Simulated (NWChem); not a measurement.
System: AlPH4; SMILES [AlH2][PH2]

```xyz
6

Al     0.1028     1.2817    -0.0281
H     -1.2023     1.9760     0.5569
H      1.3179     2.1457    -0.5804
P      0.1528    -1.0329    -0.2603
H     -0.4106    -1.3055     1.0232
H      1.5128    -1.1763     0.1511
```
Atoms are numbered in this order, from 1.

The geometry was optimised at PBE0/def2-SVP.

 Unshifted, non-relativistic core excitations; the lowest 4 roots alone, so stronger bands may lie above.

**Question.** List the first P K-edge excitations from BHandHLYP/cc-pVTZ, restricted-window TDA (NWChem).

**Answer.** 
```json
[
 {"state": "S1", "energy (eV)": "2123.1", "dipole oscillator strength": "0.0048", "leading excitation (squared amplitude)": "1s of atom 4 or its equivalents → LUMO+2 (0.85)"},
 {"state": "S2", "energy (eV)": "2123.2", "dipole oscillator strength": "0.0008", "leading excitation (squared amplitude)": "1s of atom 4 or its equivalents → LUMO (0.90)"},
 {"state": "S3", "energy (eV)": "2124.0", "dipole oscillator strength": "0.0024", "leading excitation (squared amplitude)": "1s of atom 4 or its equivalents → LUMO+1 (0.69)"},
 {"state": "S4", "energy (eV)": "2124.3", "dipole oscillator strength": "0.0042", "leading excitation (squared amplitude)": "1s of atom 4 or its equivalents → LUMO+3 (0.33)"}
]
```
